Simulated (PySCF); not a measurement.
# Molecular orbitals of RbO

B2PLYP at R = 2.473 Å; Rb def2-SVP with ECP28, O def2-SVP; scalar-relativistic core potentials (PySCF 2.14). State: ²Π (doublet), unpaired electrons π ↑. Only the outer orbitals are listed, counted within each symmetry, core potentials removing the inner ones.

| spin | orbital | occ. | ε (eV) | on Rb (%) | main shells (%) |
| --- | --- | --- | --- | --- | --- |
| α | 2σ | 1 | -37.63 | 100 | 100 Rb s |
| α | 3σ | 1 | -23.94 | 4 | 95 O s |
| α | 1π | 1 | -19.03 | 100 | 100 Rb p |
| α | 1π | 1 | -19.00 | 100 | 100 Rb p |
| α | 4σ | 1 | -18.52 | 96 | 96 Rb p |
| α | 2π | 1 | -8.27 | 3 | 97 O p |
| α | 5σ | 1 | -6.25 | 8 | 92 O p |
| α | 2π | 1 | -6.18 | 5 | 95 O p |
| α | 6σ | 0 | -0.83 | 99 | 80 Rb s, 19 Rb p |
| α | 3π | 0 | 0.27 | 100 | 86 Rb p, 14 Rb d |
| α | 3π | 0 | 0.27 | 100 | 87 Rb p, 13 Rb d |
| β | 2σ | 1 | -37.63 | 100 | 100 Rb s |
| β | 3σ | 1 | -21.11 | 16 | 84 O s, 15 Rb p |
| β | 1π | 1 | -19.02 | 100 | 100 Rb p |
| β | 1π | 1 | -19.00 | 100 | 100 Rb p |
| β | 4σ | 1 | -18.29 | 86 | 85 Rb p, 14 O s |
| β | 5σ | 1 | -5.26 | 10 | 90 O p |
| β | 2π | 1 | -5.16 | 7 | 92 O p |
| β | 6σ | 0 | -0.81 | 99 | 79 Rb s, 19 Rb p |
| β | 2π | 0 | 0.27 | 100 | 90 Rb p, 9 Rb d |
| β | 3π | 0 | 0.28 | 100 | 85 Rb p, 15 Rb d |

Problem. Which are the highest filled and the lowest empty level, where do they sit, and how wide is the gap?

Solution. Highest filled β 2π at -5.16 eV (in %: 92 O p); lowest empty α 6σ at -0.83 eV (in %: 80 Rb s, 19 Rb p); the gap at B2PLYP is 4.33 eV.

* bond order (Mayer): 0.63
* ⟨S²⟩: 0.757
* charge on Rb (Mulliken, basis-dependent): 0.66
* charge on Rb (Löwdin, basis-dependent): 0.58
* dipole moment (positive dipole means Rb(−)O(+)): -9.25 D

Correlated steps freeze 1 core orbital. Spin–orbit coupling is left out. B2PLYP dipoles, levels and charges come from its SCF part alone. The state is the lowest determinant that a PBE0 search found; another state may lie lower at other levels.
